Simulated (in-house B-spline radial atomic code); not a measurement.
Ionising Cr²⁺ with different functionals

Computed with a B-spline radial code for spherical atoms: four-component Dirac-Coulomb Hamiltonian, Fermi nucleus of rms radius 3.6452 fm, spin-restricted, spherical fractional occupations for the functionals. The ionisation energy is the difference of two self-consistent energies, [Ar] 3d4 → [Ar] 3d3, without Breit or QED terms; ε is the level of the shell that loses the electron (mean over j). The electron is taken from both j subshells in proportion to 2j + 1, so the result is a j average, not the step between ground levels.

Hybrids are left out here: with spherical fractional occupations of an open shell their exact exchange keeps a self-interaction that integer-occupation calculations don't have.

| method | rung | ΔSCF (eV) | -ε(3d) (eV) |
| --- | --- | --- | --- |
| LDA VWN5 | LDA | 31.04 | 23.15 |
| relativistic LDA | LDA | 31.05 | 23.16 |
| LDA PW92 | LDA | 31.03 | 23.14 |
| LDA exchange-only | LDA | 29.45 | 21.66 |
| PBE | GGA | 30.75 | 22.86 |
| PBEsol | GGA | 30.70 | 22.81 |
| BLYP | GGA | ? | ? |
| RPBE | GGA | 30.67 | 22.76 |
| PW91 | GGA | 30.85 | 22.94 |
| BP86 | GGA | 30.80 | 22.92 |
| AM05 | GGA | 30.71 | 22.81 |
| OLYP | GGA | ? | ? |

Q: What does OLYP give?

A: ΔSCF 30.82 eV, and -ε(3d) = 22.85 eV.

Q: What does BLYP give?

A: ΔSCF 30.75 eV, and -ε(3d) = 22.87 eV.

Q: How do they compare with the NIST value?

A: NIST lists 30.96 eV ± 0.025 (measured, ground level to ground level). Errors run from -1.51 to +0.09 eV; LDA PW92 is closest (+0.07 eV), though others lie within the uncertainty of it, and part of that can be cancellation, since the calculations leave out Breit-QED terms, spin polarisation, the choice among j levels, multiplet and fine-structure energies.
